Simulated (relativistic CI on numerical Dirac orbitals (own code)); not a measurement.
# How well does a small relativistic CI reproduce Sr3+?

Method of calculation: Dirac-Coulomb-Breit CI, separate exchange-only KLI orbitals for each configuration, QED by a radiative potential, valence Slater integrals scaled by 0.85, P86 correlation energy added to each configuration (own radial code, finite nucleus).

Configurations in the expansion (outside the closed core [Ar] 3d10): 4s²4p⁵, 4s4p⁶, 4s²4p⁴4d, 4s²4p⁴4f, 4s4p⁵4d, 4s²4p⁴5s, 4s²4p⁴5p, 4s4p⁵4f, 4s²4p⁴5d, 4s²4p⁴6s, 4s²4p⁴6p, 4s²4p⁴6d, 4s²4p⁴5f, 4s²4p⁴7s, 4s²4p⁴5g, 4s²4p⁴7p, 4s²4p⁴6f, 4s4p⁵5s, 4s²4p³4d4f, 4p⁶4d, 4s4p⁴4d², 4s4p⁵5p, 4s4p⁵5d, 4s4p⁵6s, 4s4p⁵6p, 4s²4p³4d5p, 4s²4p³4d², 4s²4p²4d³, 4s²4p²4d²4f, 4s4p³4d³, 4s²4p²4d²5s, 4s²4p²4d²5p, 4p⁵4d², 4p⁴4d³, 4p⁴4d²4f, 4p⁴4d²5s, 4p⁴4d²5p, 4s²4p³4d5s, 4s²4p²4d4f5s, 4s4p³4d²5s, 4s²4p²4d5s², 4s²4p²4d5s5p, 4s²4p³5s², 4s²4p²4f5s², 4s4p³4d5s², 4s²4p²5s²5p. Double excitations out of closed p, d and f shells are left out; levels of such configurations are missing from the list, as are those of other unlisted configurations, and high levels can miss mixing partners. These lack a partner that the ground configuration has and come out too high: 4s4p⁵4f, 4s²4p⁴5d, 4s²4p⁴6s, 4s²4p⁴6p, 4s²4p⁴6d.

| Configuration | Term (tabulated) | J | Measured (cm⁻¹) | Computed | Error | Purity (%) |
| --- | --- | --- | --- | --- | --- | --- |
| 4s²4p⁵ | 2P° | 3/2 | 0.0 | 0 | 0 | 98 |
| 4s²4p⁵ | 2P° | 1/2 | 9727.9 | 9581 | -147 | 97 |
| 4s4p⁶ | 2S | 1/2 | 150504.1 | 155532 | 5028 | 69 |
| 4s²4p⁴4d | 4D | 7/2 | 187160.3 | 190060 | 2900 | 92 |
| 4s²4p⁴4d | 4D | 5/2 | 187200.7 | 190091 | 2890 | 89 |
| 4s²4p⁴4d | 4D | 3/2 | 188024.1 | 190914 | 2890 | 88 |
| 4s²4p⁴4d | 4D | 1/2 | 189119.6 | 192033 | 2913 | 87 |
| 4s²4p⁴4d | 4F | 9/2 | 197060.0 | 200160 | 3100 | 91 |
| 4s²4p⁴4d | 4F | 7/2 | 200340.0 | 203422 | 3082 | 76 |
| 4s²4p⁴4d | 2P | 1/2 | 200529.2 | 203337 | 2808 | 84 |
| 4s²4p⁴4d | 4F | 5/2 | 203344.4 | 206372 | 3028 | 93 |
| 4s²4p⁴4d | 4F | 3/2 | 204179.7 | 207507 | 3327 | 57 |
| 4s²4p⁴4d | 4P | 1/2 | 204743.5 | 206792 | 2048 | 92 |
| 4s²4p⁴4d | 2D | 3/2 | 206524.1 | 208866 | 2342 | 59 |
| 4s²4p⁴4d | 2F | 7/2 | 207478.2 | 210490 | 3012 | 67 |
| 4s²4p⁴4d | 4P | 5/2 | 208937.8 | 210839 | 1902 | 83 |
| 4s²4p⁴4d | 2D | 5/2 | 211973.1 | 214198 | 2225 | 65 |
| 4s²4p⁴4d | 2F | 5/2 | 214946.0 | 217754 | 2808 | 75 |
| 4s²4p⁴4d | 2G | 9/2 | 215187.7 | 218418 | 3230 | 91 |
| 4s²4p⁴4d | 2G | 7/2 | 215188.4 | 218489 | 3300 | 77 |
| 4s²4p⁴4d | 2F | 5/2 | 225871.2 | 227916 | 2044 | 91 |
| 4s²4p⁴4d | 2F | 7/2 | 228097.7 | 230046 | 1948 | 95 |
| 4s²4p⁴5s | 2[2] | 5/2 | 228654.2 | 235801 | 7147 | 92 |
| 4s²4p⁴5s | 2[2] | 3/2 | 232210.4 | 239484 | 7274 | 48 |
| 4s²4p⁴5s | 2[0] | 1/2 | 236924.7 | 243937 | 7013 | 91 |
| 4s²4p⁴5s | 2[1] | 3/2 | 238218.0 | 245486 | 7268 | 48 |
| 4s²4p⁴5s | 2[1] | 1/2 | 242092.8 | 249265 | 7172 | 90 |
| 4s²4p⁴4d | 2D | 3/2 | 242171.6 | 242536 | 364 | 89 |
| 4s²4p⁴4d | 2D | 5/2 | 245734.9 | 245925 | 190 | 88 |
| 4s²4p⁴5s | 2[2] † | 5/2 | 250046.8 | 258298 | 8252 | 84 |
| 4s²4p⁴5s | 2[2] † | 3/2 | 250503.6 | 258169 | 7666 | 88 |
| 4s²4p⁴4d | 2P | 1/2 | 253231.8 | 258818 | 5586 | 70 |
| 4s²4p⁴4d | 2D | 5/2 | 254821.0 | 254240 | -581 | 81 |
| 4s²4p⁴4d | 2D | 3/2 | 264181.6 | 264316 | 135 | 78 |
| 4s²4p⁴5p | 2[1]° | 3/2 | 267529.3 | 274839 | 7310 | 68 |
| 4s²4p⁴5p | 2[2]° | 5/2 | 267537.3 | 274759 | 7221 | 78 |
| 4s²4p⁴5p | 2[1]° | 1/2 | 270350.3 | 277651 | 7301 | 53 |
| 4s²4p⁴5p | 2[3]° † | 7/2 | 271249.5 | 278596 | 7346 | 92 |
| 4s²4p⁴5p | 2[3]° † | 5/2 | 271328.6 | 278805 | 7476 | 63 |
| 4s²4p⁴5s | 2[0] | 1/2 | 274688.0 | 279977 | 5289 | 85 |
| 4s²4p⁴5p | 2[0]° | 1/2 | 276054.7 | 283425 | 7371 | 43 |
| 4s²4p⁴5p | 2[2]° | 3/2 | 276159.2 | 283516 | 7357 | 29 |
| 4s²4p⁴5p | 2[1]° | 1/2 | 277913.8 | 285181 | 7267 | 79 |
| 4s²4p⁴5p | 2[2]° | 3/2 | 278078.0 | 285430 | 7352 | 55 |
| 4s²4p⁴5p | 2[2]° | 5/2 | 279165.7 | 286488 | 7322 | 58 |
| 4s²4p⁴5p | 2[1]° | 3/2 | 281543.9 | 288887 | 7343 | 34 |
| 4s²4p⁴5p | 2[1]° † | 3/2 | 282345.5 | 289796 | 7450 | 52 |
| 4s²4p⁴5p | 2[1]° † | 1/2 | 282440.5 | 290072 | 7632 | 72 |
| 4s²4p⁴5p | 2[3]° | 5/2 | 288655.1 | 296535 | 7880 | 88 |
| 4s²4p⁴5p | 2[3]° | 7/2 | 290311.9 | 298085 | 7774 | 91 |
| 4s²4p⁴5p | 2[1]° | 3/2 | 292454.7 | 300063 | 7609 | 78 |
| 4s²4p⁴5p | 2[2]° | 3/2 | 294867.6 | 302768 | 7900 | 81 |
| 4s²4p⁴5p | 2[2]° | 5/2 | 295118.7 | 303039 | 7920 | 94 |
| 4s²4p⁴5p | 2[1]° | 1/2 | 297705.1 | 305244 | 7538 | 96 |
| 4s²4p⁴5p | 2[1]° | 1/2 | 314666.8 | 320412 | 5745 | 90 |
| 4s²4p⁴5p | 2[1]° | 3/2 | 315791.7 | 321396 | 5605 | 88 |
| 4s4p⁵4d | 4P° | 1/2 | 334267.6 | 342025 | 7758 | 79 |
| 4s4p⁵4d | 4P° | 3/2 | 335389.1 | 343312 | 7923 | 75 |
| 4s4p⁵4d | 4P° | 5/2 | 338194.3 | 345535 | 7341 | 62 |

Measured levels from Sansonetti, J. Phys. Chem. Ref. Data 41, 013102 (2012); pairs were made by configuration, J and term (by order where the table uses no LS term), so strongly mixed levels may be paired wrongly.

Mean error by configuration (cm⁻¹): 4s²4p⁵ -147; 4s4p⁶ 5028; 4s²4p⁴4d 2395; 4s²4p⁴5s 6860; 4s²4p⁴5p 7283; 4s4p⁵4d 7674. Over the excited levels the mean absolute error is 4843 cm⁻¹ (58 of the 69 excited levels that our extract of the source holds in range could be paired, and the others can miss by more), and the median relative error of those above 1,000 cm⁻¹ is 1.9 %. † marks terms whose computed intervals miss the measured ones by more than a factor of 2.5, or configurations far off the rest, from wrong mixing, a near crossing or a doubtful label or measurement; they are left out of the means.
